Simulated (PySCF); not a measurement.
# Adding and removing an electron: TlSi

UHF-CCSD(T); basis Tl def2-SVP with ECP60, Si def2-SVP; scalar-relativistic core potentials; PySCF 2.14. Neutral (UHF): quartet (σ ↑, π ↑↑), Re = 2.697 Å, ωe = 237 cm⁻¹, De = 1.89 eV.

TlSi⁺ (UHF): triplet (σ ↑, π ↑), Re = 3.294 Å, ωe = 106 cm⁻¹. The energies at the minima are -460.46586 hartree for TlSi and -460.22187 for TlSi⁺.

Problem. Work out the adiabatic ionisation energy, without and with harmonic zero-point energies (1 hartree = 27.2114 eV, 1 eV = 8065.5 cm⁻¹), and the change of the bond length.

Solution. At UHF-CCSD(T): 0.24399 hartree = 6.639 eV between the minima; the zero-point term (106.0 − 237.0)/2 cm⁻¹ = -0.008 eV makes it 6.631 eV. Re changes by +59.7 pm against the neutral. The electron leaves a π orbital, and the ion is left as a loose complex of an ion and an atom.

Correlated steps freeze 9 core orbitals. Correlated levels converge slowly with the basis: in double zeta they bind strong bonds too weakly, by up to about 1 eV, and carry superposition errors of some tenths. Spin–orbit coupling is left out, which matters for elements this heavy, above all for dissociation energies. States were picked by a PBE0 search and need not be the measured ground states.
